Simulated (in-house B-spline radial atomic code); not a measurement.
**Binding energies in Kr2+**

NIST's tabulated ground configuration is [Ar] 3d10 4s2 4p4; each binding energy is the energy of the ion with one electron taken from that subshell, relaxed, less that of the parent. Method: Dirac-Hartree-Fock, average of configuration, Fermi nucleus of rms radius 4.1884 fm. Calculated with a B-spline radial code for spherical atoms. Energies include first-order Breit, QED and recoil terms.

```
subshell  X-ray name  binding energy (eV)  -ε (eV)  relaxation (eV)
      1s           K              14354.4  14439.5             52.1
      2s          L1               1958.6   1987.2             25.6
      3s          M1                323.3    331.0              7.3
   3d3/2          M4                120.8    128.3              7.5
   3d5/2          M5                119.5    126.9              7.4
      4s          N1                53.28    54.08             0.77
      4p        N2,3                36.07    36.68             0.60
```

Relaxation = -ε minus the binding energy without Breit, QED and recoil terms.

Q: What does it cost to remove both a 1s and a 4p electron?

A: 14407 eV, which is 16.46 eV more than the two single binding energies together.

Q: What does it cost to remove two 2s electrons?

A: 4002.8 eV, which is 85.54 eV more than the two single binding energies together.

Q: What does it cost to remove two 1s electrons?

A: 29243 eV, which is 534.3 eV more than the two single binding energies together.
